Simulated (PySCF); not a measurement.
# [Pr(H2O)5]3+ at several levels of theory

Computed with PySCF 2.14.0 (density fitting, no spin-orbit coupling) at the geometry relaxed with r2SCAN:

```xyz
16
[Pr(H2O)5]3+ (singlet in the valence; each metal's 4f electrons, 2 of them, lie in its core potential, out of spins and levels)
Pr    0.0011    0.0000    0.0000
O    -0.4925    0.0440    2.4014
H    -0.8632    0.7760    2.9394
H    -0.3835   -0.6811    3.0532
O    -0.4925   -0.0440   -2.4014
H    -0.8632   -0.7760   -2.9394
H    -0.3835    0.6811   -3.0532
O     2.4216    0.0000    0.0000
H     3.0315   -0.1334   -0.7591
H     3.0315    0.1334    0.7591
O    -0.8953    2.2721   -0.0333
H    -0.4317    3.1144    0.1662
H    -1.8017    2.5642   -0.2708
O    -0.8953   -2.2721    0.0333
H    -1.8017   -2.5642    0.2708
H    -0.4317   -3.1144   -0.1662
```

```json
{"level": "r2SCAN", "basis": "Pr lcecp-1-SVP with ECP48, O def2-SVP, H def2-SVP", "state": "singlet", "HOMO (eV)": "-21.44", "gap (eV)": "6.79", "charge on Pr1 (e)": "1.63", "population of f-type functions on Pr1 (polarisation alone where 4f lies in the core)": "0.06", "dipole about the centre of mass (D)": "0.20", "largest force component (eV/Å)": "0.06"}
{"level": "BLYP", "basis": "the same", "state": "singlet", "HOMO (eV)": "-20.86", "gap (eV)": "6.12", "charge on Pr1 (e)": "1.44", "population of f-type functions on Pr1 (polarisation alone where 4f lies in the core)": "0.06", "dipole about the centre of mass (D)": "0.21", "largest force component (eV/Å)": "0.46"}
{"level": "BP86", "basis": "the same", "state": "singlet", "HOMO (eV)": "-21.09", "gap (eV)": "6.10", "charge on Pr1 (e)": "1.48", "population of f-type functions on Pr1 (polarisation alone where 4f lies in the core)": "0.06", "dipole about the centre of mass (D)": "0.21", "largest force component (eV/Å)": "0.51"}
{"level": "revPBE", "basis": "the same", "state": "singlet", "HOMO (eV)": "-20.93", "gap (eV)": "6.14", "charge on Pr1 (e)": "1.50", "population of f-type functions on Pr1 (polarisation alone where 4f lies in the core)": "0.06", "dipole about the centre of mass (D)": "0.20", "largest force component (eV/Å)": "0.34"}
{"level": "r2SCAN", "basis": "Pr lcecp-1-TZVP with ECP48, O def2-TZVP, H def2-TZVP", "state": "singlet", "HOMO (eV)": "-21.48", "gap (eV)": "6.84", "charge on Pr1 (e)": "2.11", "population of f-type functions on Pr1 (polarisation alone where 4f lies in the core)": "0.09", "dipole about the centre of mass (D)": "0.17", "largest force component (eV/Å)": "0.30"}
```

In the lcecp rows the 4f levels are missing from HOMO and gap, and the state counts the valence alone.

Charges are Mulliken's, which hang on the basis. The relaxation used the grid (50, 194), these runs (75, 302) or, all-electron (x2c bases, spin-free X2C Hamiltonian), (99, 590).

Q: What does CAM-B3LYP with Pr lcecp-1-SVP with ECP48, O def2-SVP, H def2-SVP give here?

A: state singlet, HOMO (eV) -24.39, gap (eV) 11.58, charge on Pr1 (e) 1.62, population of f-type functions on Pr1 (polarisation alone where 4f lies in the core) 0.06, dipole about the centre of mass (D) 0.20, largest force component (eV/Å) 0.04. Time: 6.6 s on 4 threads of AMD EPYC 9R45 96-Core Processor (Zen 5), on a shared host, from an already converged density.

In the first row's basis the gap widens with exact exchange: 6.1 to 6.8 eV for BP86, BLYP, revPBE, r2SCAN (none); 11.6 eV for CAM-B3LYP (rising or full at long range).

No frequency check is given that shows the relaxed geometry to be a minimum. An lcecp potential fixes the number of 4f electrons, so in runs with it no electron can move into or out of that shell.
